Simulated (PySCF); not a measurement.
Molecule: SMILES C1=CC=CC(P)=C1, C6H7P.

Atom-mapped SMILES (the numbers label the heavy atoms): `[PH2:1][c:2]1[cH:3][cH:4][cH:5][cH:6][cH:7]1`. Each H is labelled by its parent atom.

Geometry PBE0-D3(BJ)/def2-SVP throughout; GIAO in PySCF 2.14.0 with density-fitted response routines, gas phase, one conformer, non-relativistic; equivalent atoms averaged; functional PBE0.

(1) How do the absolute shieldings σ depend on the basis set? (ppm; last column core-seconds on 1 thread of an Arm Neoverse V1, shared host)

(2) Which nucleus moves most, in ppm?

(3) Taking the largest basis, IGLO-III (324 functions), as the yardstick, rank the others by their worst heavy-atom deviation.

## Answers

(1) 
```csv
basis set,functions,P1,C2,C3/C7,C4/C6,C5,H(C3)/H(C7),H(C4)/H(C6),H(C5),H(P1),core-s
cc-pVDZ,137,509.2,62.4,66.3,68.5,70.5,24.01,24.11,24.19,27.31,13
def2-SVP,137,508.8,62.2,65.0,67.3,69.1,24.16,24.22,24.34,27.33,13
aug-cc-pVDZ,228,511.6,60.4,65.6,67.6,69.8,23.80,23.93,23.97,27.18,29
def2-TZVP,265,424.1,46.7,50.3,53.1,55.1,23.92,24.02,24.10,27.07,36
cc-pVTZ,312,462.5,49.0,51.8,54.4,56.4,23.77,23.87,23.94,27.07,46
IGLO-III,324,446.8,40.6,44.4,46.9,49.2,23.80,23.93,24.00,27.05,48
```

(2) P1 (phosphorus bonded to C, 2 H): from 424.1 ppm with def2-TZVP to 511.6 ppm with aug-cc-pVDZ. The smallest spread is 0.28 ppm, at H(P1). Proton shifts span only some 12 ppm, so a few tenths of a ppm matter as much there as several ppm in carbon.

(3) cc-pVTZ 15.7 ppm (312 functions), def2-TZVP 22.6 ppm (265 functions), def2-SVP 62.0 ppm (137 functions), cc-pVDZ 62.5 ppm (137 functions), aug-cc-pVDZ 64.8 ppm (228 functions).

A small basis that lands close on one nucleus may do so by chance; judge by the trend and by all nuclei.
